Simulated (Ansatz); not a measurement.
Reaction (redistribution): `CC#[C][GeH2][OH]` + `N[CH2][GeH3]` → `N[CH2][GeH2][OH]` + `CC#[C][GeH3]`

Gas-phase electronic energies from Ansatz, PBE0-D4/def2-TZVP geometries. CCSD(T)/CBS adds triple-zeta CCSD(T) − MP2 to the extrapolated MP2 energy (def2 sets, frozen cores). DFT in def2-TZVPP. B3LYP here is the variant with VWN-RPA as its local correlation; programs differ in this. For Ge outer-core shells are correlated without core-valence functions, which leaves a few kJ/mol of doubt a bond. Scalar relativity is left out up to krypton. One conformer a species, not always the lowest.

| level | ΔE (eV) |
| --- | --- |
| B3LYP-D4 | -0.01 |
| r2SCAN | 0.00 |
| HF/def2-TZVPP | -0.01 |
| CCSD(T)/def2-TZVPP | 0.00 |

Question: What does CCSD(T)/CBS give? (Best estimate.)

Answer: Computed: -0.01 eV. The listed levels differ from it by 0.00, 0.01, 0.00, 0.01 eV.

Largest T1 diagnostic among the species: 0.012.
